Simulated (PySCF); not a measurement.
**Choosing a basis for TDDFT**

C₄H₇B.
Numbering: `[BH2:1][CH2:2][C:3]#[C:4][CH3:5]` (hydrogens: H6, H7 on B1; H8, H9 on C2; H10, H11, H12 on C5)

Structure used (PBE0-D3(BJ)/def2-SVP), in Å, numbered top down from 1:
```
atom  x, y, z in Å
B1    -1.8751   -0.2341   -1.5279
C2    -0.3474   -0.5323   -1.3606
C3     0.3191   -0.0811   -0.1491
C4     0.8546    0.3047    0.8682
C5     1.5006    0.7651    2.0878
H6    -2.4180   -0.6001   -2.5460
H7    -2.5205    0.3368   -0.6823
H8     0.1532   -0.1329   -2.2662
H9    -0.2371   -1.6289   -1.4921
H10    2.5072    1.1626    1.8827
H11    1.6098   -0.0554    2.8144
H12    0.9189    1.5641    2.5738
```

TDDFT with PBE0 (PySCF), vertical singlets, core orbitals frozen in the response, spherical d and f functions. The structure is a single PBE0-D3(BJ)/def2-SVP conformer in the gas phase; no vibrational or solvent corrections.

Compare 6-31G*, def2-SVP, def2-SVPD and def2-TZVP for this molecule.

| basis | functions | diffuse | S1 (eV) | S2 (eV) | S3 (eV) | S4 (eV) | S5 (eV) | LUMO (eV) | α (au) |
| --- | --- | --- | --- | --- | --- | --- | --- | --- | --- |
| 6-31G* | 84 | no | 4.38 | 4.72 | 6.09 | 6.50 | 6.86 | -1.08 | 52.8 |
| def2-SVP | 105 | no | 4.34 | 4.67 | 5.93 | 6.49 | 6.82 | -1.36 | 55.3 |
| def2-SVPD | 156 | yes | 4.37 | 4.70 | 5.92 | 6.41 | 6.48 | -1.44 | 64.3 |
| def2-TZVP | 197 | no | 4.33 | 4.66 | 5.93 | 6.40 | 6.66 | -1.45 | 62.0 |

States are compared by their number. Against the only diffuse basis here (def2-SVPD, itself not a converged limit), sets without diffuse functions differ by up to 0.04 eV in S1 and 0.37 eV in S5. State by state, the largest deviation of a set without diffuse functions is S1 0.04, S2 0.04, S3 0.17, S4 0.09, S5 0.37 eV. The same number needn't mean the same state in each row. Against def2-SVPD the polarisability deviates by -18% in 6-31G*, -14% in def2-SVP, -4% in def2-TZVP.
